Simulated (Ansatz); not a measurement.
Gas-phase electronic energies from Ansatz, PBE0-D4/def2-TZVP geometries. CCSD(T)/CBS adds triple-zeta CCSD(T) − MP2 to the extrapolated MP2 energy (def2 sets, frozen cores). This one scheme is used for every species. Functionals use def2-TZVPP. Each species was taken in one conformer, which may not be the lowest.

Reaction (cleavage of the Si–B bond): `[SiH3][SiH2]B1C[SiH2]1` + `BN` → `BN[SiH2][SiH3]` + `B1C[SiH2]1`

```csv
level,ΔE (kJ/mol),difference from CCSD(T)/CBS
LDA (SPW92),-7.0,15.4
PBE0-D4,-10.5,11.9
r2SCANh-D4,-16.4,6.0
r2SCAN0-D4,-18.1,4.3
ωB97X-V,-23.2,-0.8
B2PLYP,-24.7,-2.3
PBE-QIDH,-18.5,3.9
CAM-B3LYP,-28.7,-6.3
HF/def2-TZVPP,-42.6,-20.2
HF/def2-QZVPP,-44.0,-21.6
CCSD(T)/CBS,-22.4,0
```

Largest T1 diagnostic among the species: 0.015.

In def2-TZVPP, CCSD(T) changes the Hartree–Fock value by +21.6 kJ/mol (the triples alone add +3.7 kJ/mol) and MP2 by +19.5 kJ/mol. From BLYP to BHLYP (50 % exact exchange), in def2-TZVPP and without D4, ΔE moves by −11.3 kJ/mol.

CCSD(T)/CBS has its own doubt, a few kJ/mol and more with outer-core shells, so smaller differences from it don't rank the levels.
